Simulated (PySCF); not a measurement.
C2H9NSi, SMILES CN([SiH3])C.

Geometry: r2SCAN-D4/def2-SVP.

Two levels are set side by side: PBE/def2-TZVP (PySCF) and B3LYP/def2-TZVP (PySCF). Same geometry, gas phase. Differences are taken from unrounded values.

```
quantity                       PBE
---------------------------  -----
orbital gap (eV)              4.77
highest occupied level (eV)  -5.08
lowest empty level (eV)      -0.31
dipole moment (D)             0.97
mean polarisability (bohr³)   63.6
```

Task: These are the PBE values. What does B3LYP give? (Estimate from the structure and the level; the computed values follow.)

Result: 
| quantity | B3LYP | PBE minus B3LYP |
|---|---|---|
| orbital gap (eV) | 6.48 | -1.71 |
| highest occupied level (eV) | -6.18 | 1.10 |
| lowest empty level (eV) | 0.30 | -0.61 |
| dipole moment (D) | 0.95 | 0.02 |
| mean polarisability (bohr³) | 61.3 | 2.2 |

Without exact exchange PBE keeps part of each electron's self-repulsion, which lifts occupied levels and narrows the gap. PBE's more diffuse valence density responds more strongly to a field. Differences between two approximate levels are no errors against the true value.

Rough cost on one machine, each run with all the roots and properties that it gave: B3LYP against PBE within a factor of 2.
